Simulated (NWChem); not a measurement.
System: C4H5N; SMILES C#C/C=N/C

The following NWChem deck was run.

```
start job
memory heap 200 mb stack 900 mb global 1100 mb
geometry units angstroms
  C      2.139945     1.284595    -0.290492
  C      1.217826     0.549130    -0.063840
  C      0.172300    -0.353471     0.231334
  N     -1.014625    -0.130835    -0.128294
  C     -2.045047    -1.060867     0.184337
  H      2.935623     1.936545    -0.498401
  H      0.481493    -1.252074     0.792766
  H     -2.507922    -1.381793    -0.750591
  H     -1.696984    -1.942366     0.743173
  H     -2.808245    -0.539729     0.764765
end
basis spherical
  * library def2-svp
end
dft
  xc pbe0
  iterations 150
end
driver
  maxiter 120
end
task dft optimize
task dft freq
```

Parts of the log:

```
             Northwest Computational Chemistry Package (NWChem) 7.3.0
             --------------------------------------------------------

 CS  symmetry detected

                             Geometry "geometry" -> ""
                             -------------------------

 Output coordinates in angstroms (scale by  1.889725989 to convert to a.u.)

  No.       Tag          Charge          X              Y              Z
 ---- ---------------- ---------- -------------- -------------- --------------
    1 C                    6.0000    -0.18610896     2.57246985     0.00000000
    2 C                    6.0000     0.07287869     1.39964901     0.00000000
    3 C                    6.0000     0.43695606     0.03495544     0.00000000
    4 N                    7.0000    -0.42899956    -0.88036467     0.00000000
    5 C                    6.0000    -0.02908622    -2.24584484     0.00000000
    6 H                    1.0000    -0.42870769     3.59350287     0.00000000
    7 H                    1.0000     1.52445970    -0.15380148     0.00000000
    8 H                    1.0000    -0.46097687    -2.72618111    -0.87971104
    9 H                    1.0000     1.06136124    -2.39216316     0.00000000
   10 H                    1.0000    -0.46097687    -2.72618111     0.87971104

 Effective nuclear repulsion energy (a.u.)     141.5760645185

      Symmetry information
      --------------------

 Group name             Cs
 Group number              2
 Group order               2
 No. of unique centers     9

                                Z-matrix (autoz)
                                --------

 Units are Angstrom for bonds and degrees for angles

[...]

      ----------------------
      Optimization converged
      ----------------------

  Step       Energy      Delta E   Gmax     Grms     Xrms     Xmax
  ---- ---------------- -------- -------- -------- -------- --------
@    6    -209.67370632 -4.7D-07  0.00004  0.00002  0.00033  0.00091
                                     ok       ok       ok       ok

                                Z-matrix (autoz)
                                --------

 Units are Angstrom for bonds and degrees for angles

[...]

 Rotational Constants
 --------------------
 A=   1.542428 cm-1  (  2.219160 K)
 B=   0.078904 cm-1  (  0.113522 K)
 C=   0.076123 cm-1  (  0.109521 K)

 Temperature                      =   298.15K
 frequency scaling parameter      =   1.0000

 Zero-Point correction to Energy  =   48.937 kcal/mol  (  0.077986 au)
 Thermal correction to Energy     =   52.489 kcal/mol  (  0.083647 au)
 Thermal correction to Enthalpy   =   53.082 kcal/mol  (  0.084591 au)

 Total Entropy                    =   72.997 cal/mol-K
   - Translational                =   38.509 cal/mol-K (mol. weight =  67.0422)
   - Rotational                   =   24.658 cal/mol-K (symmetry #  =        1)
   - Vibrational                  =    9.830 cal/mol-K

 Cv (constant volume heat capacity) =   18.942 cal/mol-K
   - Translational                  =    2.979 cal/mol-K
   - Rotational                     =    2.979 cal/mol-K
   - Vibrational                    =   12.983 cal/mol-K

[normal modes left out]

 ----------------------------------------------------------------------------
 Normal Eigenvalue ||           Projected Infra Red Intensities
  Mode   [cm**-1]  || [atomic units] [(debye/angs)**2] [(KM/mol)] [arbitrary]
 ------ ---------- || -------------- ----------------- ---------- -----------
    1       -0.000 ||    0.000002           0.000         0.002       0.001
    2       -0.000 ||    0.000285           0.007         0.278       0.168
    3       -0.000 ||    0.000131           0.003         0.127       0.077
    4       -0.000 ||    0.000650           0.015         0.633       0.384
    5       -0.000 ||    0.002872           0.066         2.799       1.696
    6       -0.000 ||    0.003649           0.084         3.557       2.156
    7      173.464 ||    0.010776           0.249        10.505       6.366
    8      180.021 ||    0.005919           0.137         5.770       3.497
    9      222.758 ||    0.005322           0.123         5.188       3.144
   10      409.438 ||    0.001843           0.043         1.797       1.089
   11      469.849 ||    0.007038           0.162         6.861       4.158
   12      582.172 ||    0.004391           0.101         4.280       2.594
   13      707.867 ||    0.039872           0.920        38.869      23.555
   14      713.801 ||    0.034945           0.806        34.066      20.644
   15      961.086 ||    0.002320           0.054         2.262       1.371
   16     1010.108 ||    0.027795           0.641        27.096      16.421
   17     1094.497 ||    0.013250           0.306        12.917       7.828
   18     1125.986 ||    0.000922           0.021         0.898       0.544
   19     1165.060 ||    0.016953           0.391        16.527      10.015
   20     1371.365 ||    0.021617           0.499        21.073      12.771
   21     1412.140 ||    0.002333           0.054         2.275       1.378
   22     1445.947 ||    0.005918           0.137         5.769       3.496
   23     1467.294 ||    0.029951           0.691        29.198      17.694
   24     1764.595 ||    0.049077           1.132        47.843      28.993
   25     2238.600 ||    0.011186           0.258        10.905       6.608
   26     2994.221 ||    0.062185           1.435        60.621      36.737
   27     3016.097 ||    0.041387           0.955        40.346      24.450
   28     3106.092 ||    0.018545           0.428        18.078      10.956
   29     3127.823 ||    0.007289           0.168         7.106       4.306
   30     3488.029 ||    0.079395           1.832        77.398      46.904
 ----------------------------------------------------------------------------
```

Level: PBE0/def2-SVP.
